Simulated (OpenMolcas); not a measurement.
## Pm3+ in a ligand field

Pm3+ with 6 ligands (fluoride) in octahedral coordination (Oh) at 2.28 Å. A charge of +0.5 e stands 2.6 Å behind each ligand. Ligand basis ANO-RCC-VDZP.
```
Pm    0.0000    0.0000    0.0000
F     2.2800    0.0000    0.0000
F     0.0000    2.2800    0.0000
F    -2.2800    0.0000    0.0000
F     0.0000   -2.2800    0.0000
F     0.0000    0.0000    2.2800
F     0.0000    0.0000   -2.2800
```

```yaml
Program: OpenMolcas 26.06
Method: CASSCF
Basis: ANO-RCC-VDZP [7s6p4d2f1g]
Scalar_Hamiltonian: DKH2, point nucleus
Active_space: 4 electrons in 7 orbitals (4f)
State_averaging: 2S+1 = 5 even, 35 roots (32 in the spin-orbit step); 2S+1 = 3 even, 117 roots kept (CI in the orbitals of an earlier block, 106 in the spin-orbit step); 2S+1 = 1 even, 75 roots kept (CI in the orbitals of an earlier block, 31 in the spin-orbit step)
Spin-orbit_coupling: state interaction with AMFI integrals over the reference wave functions
```

The lowest spin-free states (labels of O, the rotations of Oh), above the lowest:

```tsv
State	Degeneracy	E (cm-1)	Free-ion L (%)
5T2	3	0.0	I (100)
5A1	1	1.3	I (100)
5T1	3	63.1	I (100)
5E	2	429.3	I (100)
5T2	3	538.3	I (100)
5A2	1	680.3	I (100)
5A2	1	14922	F (100)
5T2	3	15141	F (100)
5A1	1	15237	S (99)
5T1	3	15582	F (100)
3T1	3	18080	K (100)
3T2	3	18108	K (100)
3A2	1	18167	K (100)
3T2	3	18226	K (100)
3T1	3	18238	K (99)
3E	2	18239	K (100)
3T1	3	22800	H (99)
3E	2	22856	H (99)
5A1	1	23279	G (99)
3T2	3	23374	H (98)
```

The lowest levels with spin-orbit coupling:

| E (cm-1) | Degeneracy | Label | 2S+1 | J | |mJ| (%) |
| --- | --- | --- | --- | --- | --- |
| 0.0 | 3 | T2 | 5 | 4.00 | 3 (58) |
| 294.0 | 3 | T1 | 5 | 4.03 | 1 (57) |
| 295.6 | 1 | A1 | 5 | 4.01 | 0 (58) |
| 303.6 | 2 | E | 5 | 4.03 | 2 (50) |
| 1715 | 3 | T1 | 5 | 4.98 | 3 (58) |
| 1753 | 2 | E | 5 | 4.97 | 2 (50) |
| 1770 | 3 | T2 | 5 | 5.02 | 2 (33) |
| 1861 | 3 | T1 | 5 | 5.02 | 5 (34) |
| 3423 | 1 | A1 | 5 | 5.99 | 4 (87) |
| 3453 | 3 | T1 | 5 | 5.98 | 4 (33) |
| 3481 | 3 | T2 | 5 | 5.99 | 3 (33) |
| 3508 | 1 | A2 | 5 | 6.01 | 2 (69) |
| 3571 | 3 | T2 | 5 | 6.01 | 1 (51) |
| 3575 | 2 | E | 5 | 6.02 | 0 (43) |
| 5248 | 3 | T1 | 5 | 6.99 | 5 (55) |
| 5301 | 2 | E | 5 | 6.98 | 4 (49) |
| 5317 | 3 | T2 | 5 | 6.99 | 3 (43) |
| 5339 | 1 | A2 | 5 | 6.99 | 2 (54) |
| 5456 | 3 | T1 | 5 | 7.02 | 7 (34) |
| 5471 | 3 | T2 | 5 | 7.01 | 2 (33) |

Powder χT (cm3 K/mol): 0.556 at 2 K, 0.568 at 10 K, 0.625 at 50 K, 0.699 at 100 K, 0.829 at 200 K, 0.914 at 300 K. The effective moment at 300 K is 2.828 √(χT) = 2.70 μB.

Hund's rules give f4 the level 5I4 with g = 0.600, so an isolated free-ion multiplet has χT = g² J(J+1) / 8 = 0.900 cm3 K/mol. The computed 0.914 at 300 K differs by +2 %, through the field's splitting, the mixing of terms and any other multiplet in reach.

Stevens parameters of the J = 4 multiplet, which is 304 cm-1 wide (cm-1, z along the main axis): B40 = 1.116e-01, B44 = 5.621e-01, B60 = 9.299e-04, B64 = -1.974e-02.

Metal share of the active 4f orbitals (Löwdin): 99, 99, 99, 100, 100, 100, 100 %; Mulliken charge of the metal 2.41.

High states are left out of the spin-orbit mixing, which shifts the levels that they would mix with. Without dynamic correlation the ligand-field splitting of an f shell can come out too small, at times by half. The first state left out of the spin-orbit step lies near 39000 cm-1 above the lowest spin-free state of the reference (among the parities and spins computed), and the lists stop at four fifths of that energy or lower. No measured value stands beside these numbers; the geometry is a model, was not optimised and need not be the one that this ion takes.
